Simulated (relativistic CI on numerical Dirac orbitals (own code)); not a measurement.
Ne IV: from the plainest model towards the measured levels

Calculated with a relativistic CI code on KLI orbitals (one set per configuration, finite nucleus), adding one ingredient at a time: step 1, Dirac-Coulomb, each configuration alone; step 2, with Breit and QED terms; step 3, with configuration mixing; step 4, with scaled Slater integrals (0.85); step 5, with a P86 correlation estimate; step 6, tied to the ionisation limit. P86 is a density functional for the correlation energy, evaluated here for each configuration and added to its levels. Step 6 is semi-empirical: configurations made of the next ion and one excited electron move by -602 cm⁻¹, so that their limit matches the tabulated ionisation energy, and those with a non-penetrating f or g electron also take the P86 value of the least penetrating other one.

CI space (outside the closed core 1s2): 2s²2p³, 2s2p⁴, 2s²2p²3s, 2s²2p²3p, 2s²2p²3d, 2s²2p²4s, 2s²2p²4p, 2s²2p²4d, 2s²2p²5s, 2p⁵, 2p⁴3s, 2s2p³3s, 2s²2p²4f, 2p⁴3p, 2s2p³3p, 2s²2p3s², 2s²3s²3p, 2s²3s²3d, 2s²3s²4s, 2s²3s²4p.

Computed minus measured energy above the ground level, in cm⁻¹, for 9 of the 26 excited levels that pair in every step (one J of a term; a digit in brackets numbers repeated terms):

```
Configuration  Term    J  Measured  Step 1  Step 2  Step 3  Step 4  Step 5  Step 6
        2s2p⁴    4P  5/2    183860     656     556   -1027    2700    4008    4006
     2s²2p²3s    4P  1/2    478701     745     777   -7508   -8801   -3392   -3982
     2s²2p²3p   4P°  3/2    524676     537     473   -6669   -8126   -2303   -2893
     2s²2p²3d    4P  5/2    579307    -489    -584     472   -3907    1909    1313
     2s²2p²4s    4P  1/2    633465   -2116   -2104   -1560   -5421    1449     871
     2s²2p²4p   4D°  1/2    641908    4814    4817    2811      -7    7005    6513
     2s²2p²4p   4P°  1/2    643239    4996    4952    5395    1462    8537    7947
     2s²2p²4d    4P  5/2    671402   -3151   -3250   -1598   -6119     633      34
     2s²2p²5s    4P  1/2    693106   -1855   -1847   -1427   -5484    1802    1217
```

Mean absolute errors in cm⁻¹, over all paired levels and for the configurations:

```csv
"Configuration, levels",Step 1,Step 2,Step 3,Step 4,Step 5,Step 6
"all, 26",2286,2281,3058,4333,3659,3410
"2s2p⁴, 3",660,554,1033,2695,4003,4001
"2s²2p²3s, 3",824,789,7508,8797,3388,3978
"2s²2p²3p, 2",571,478,6668,8123,2301,2891
"2s²2p²3d, 3",470,595,462,3920,1896,1300
"2s²2p²4s, 3",2014,2068,1531,5402,1467,887
"2s²2p²4p, 7",4840,4771,3738,623,7501,6972
"2s²2p²4d, 2",3345,3461,1805,6329,423,210
"2s²2p²5s, 3",1944,2003,1596,5649,1637,1053
```

Measured levels: Moore, Atomic Energy Levels, vol. I, NSRDS-NBS 35 (1971 reprint of NBS Circular 467, 1949). The analysis dates from before 1960.

Problem. What does each ingredient do to the ground and the excited configurations, and where is the model closest to experiment?

Solution. Mixing lowers the ground level by 1240; relative to it the configurations that move most are 2s²2p²3s by -8298, 2s²2p²3p by -7146, 2s²2p²4d by +1656. The P86 estimate moves 2s²2p²5s by +7286, 2s²2p²4p by +7036, 2s²2p²4s by +6869, and takes the mean absolute error of the excited configurations from 4333 to 3659. Step 6 takes that error from 3659 to 3410; the error more than halves for 2s²2p²4d. The mean absolute error is lowest at step 2 (2281 cm⁻¹), and the largest single drop is from step 4 to 5 (4333 to 3659).
